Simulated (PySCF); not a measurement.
Isomers of C7H14N2, one GFN2-xTB conformer each. Single-point energies are computed at PBE0/pcSseg-1 (PySCF, gas phase, no added dispersion term), electronic only.

| SMILES | GFN2-xTB relative energy (kJ/mol) |
| --- | --- |
| C=CN1CCCN1CC | 0.0 |
| C=CN(C)N1CCCC1 | 4.3 |
| C=C[C@@H]1CCNN1CC | 59.2 |
| C=C/C=N/NCCCC | 68.7 |
| C1CC(NNC2CC2)C1 | 102.2 |
| CCN(C)/N=C\C1CC1 | 57.8 |

Conformers: `[CH2:1]=[CH:2][N:3]1[CH2:4][CH2:5][CH2:6][N:7]1[CH2:8][CH3:9]` with C1–C2–N3–C4 25°, C6–N7–C8–C9 83°, C2–N3–C4–C5 143°, N3–C4–C5–C6 -20°, C4–C5–C6–N7 33°, C5–C6–N7–C8 88°; `[CH2:1]=[CH:2][N:3]([CH3:4])[N:5]1[CH2:6][CH2:7][CH2:8][CH2:9]1` with C1–C2–N3–C4 10°, C2–N3–N5–C6 -58°, N3–N5–C6–C7 144°, N5–C6–C7–C8 -33°, C6–C7–C8–C9 38°, C7–C8–C9–N5 -30°; `[CH2:1]=[CH:2][C@@H:3]1[CH2:4][CH2:5][NH:6][N:7]1[CH2:8][CH3:9]` with C1–C2–C3–C4 -114°, N6–N7–C8–C9 -74°, C2–C3–C4–C5 -125°, C3–C4–C5–N6 -21°, C4–C5–N6–N7 41°, C5–N6–N7–C8 -167°; `[CH2:1]=[CH:2]/[CH:3]=[N:4]/[NH:5][CH2:6][CH2:7][CH2:8][CH3:9]` with C1–C2–C3–N4 179°, C3–N4–N5–C6 161°, N4–N5–C6–C7 -77°, N5–C6–C7–C8 -64°, C6–C7–C8–C9 -175°; `[CH2:1]1[CH2:2][CH:3]([NH:4][NH:5][CH:6]2[CH2:7][CH2:8]2)[CH2:9]1` with C2–C3–N4–N5 170°, C3–N4–N5–C6 87°, N4–N5–C6–C7 147°, C9–C1–C2–C3 11°, C1–C2–C3–N4 -127°, N5–C6–C7–C8 -111°, C2–C3–C9–C1 11°; `[CH3:1][CH2:2][N:3]([CH3:4])/[N:5]=[CH:6]\[CH:7]1[CH2:8][CH2:9]1` with C1–C2–N3–C4 -68°, C2–N3–N5–C6 -166°, N5–C6–C7–C8 159°.

Q: What does PBE0/pcSseg-1 give for the same structures?

A: 
```tsv
SMILES	PBE0/pcSseg-1 E (Eh)	PBE0/pcSseg-1 (kJ/mol)	GFN2-xTB (kJ/mol)	point group
C=C/C=N/NCCCC	-384.10788	0.0	68.7	C1
C=CN1CCCN1CC	-384.10519	7.1	0.0	C1
C=C[C@@H]1CCNN1CC	-384.09917	22.9	59.2	C1
C=CN(C)N1CCCC1	-384.09801	25.9	4.3	C1
CCN(C)/N=C\C1CC1	-384.08107	70.4	57.8	C1
C1CC(NNC2CC2)C1	-384.06956	100.6	102.2	C1
```

GFN2-xTB puts C=CN1CCCN1CC lowest instead; measured from each level's own lowest isomer, the values differ by up to 68.7 kJ/mol (C=C/C=N/NCCCC: 68.7 against 0.0). As drawn, the lowest has a C=N bond and a C=C bond outside aromatic rings, which the highest lacks; the highest has a three-membered ring and a four-membered ring, which the lowest lacks. Neighbours under 10 kJ/mol apart (C=C/C=N/NCCCC and C=CN1CCCN1CC; C=C[C@@H]1CCNN1CC and C=CN(C)N1CCCC1) can change places with a better method, another conformer or zero-point energy.

Q: Which frontier levels, dipoles and rotational constants go with these structures?

A: 
| SMILES | HOMO (eV, PBE0/pcSseg-1) | LUMO (eV) | dipole (D) | A, B, C (MHz) |
| --- | --- | --- | --- | --- |
| C=C/C=N/NCCCC | -5.77 | -0.59 | 2.19 | 3071, 606.8, 542.5 |
| C=CN1CCCN1CC | -5.42 | 1.21 | 2.35 | 2460, 1264, 942.3 |
| C=C[C@@H]1CCNN1CC | -5.43 | 0.41 | 0.53 | 1952, 1449, 900.3 |
| C=CN(C)N1CCCC1 | -5.61 | 1.09 | 1.46 | 3027, 1094, 1015 |
| CCN(C)/N=C\C1CC1 | -5.48 | 0.86 | 2.01 | 4137, 738.5, 710.4 |
| C1CC(NNC2CC2)C1 | -6.43 | 1.42 | 1.55 | 5250, 722.8, 683.6 |
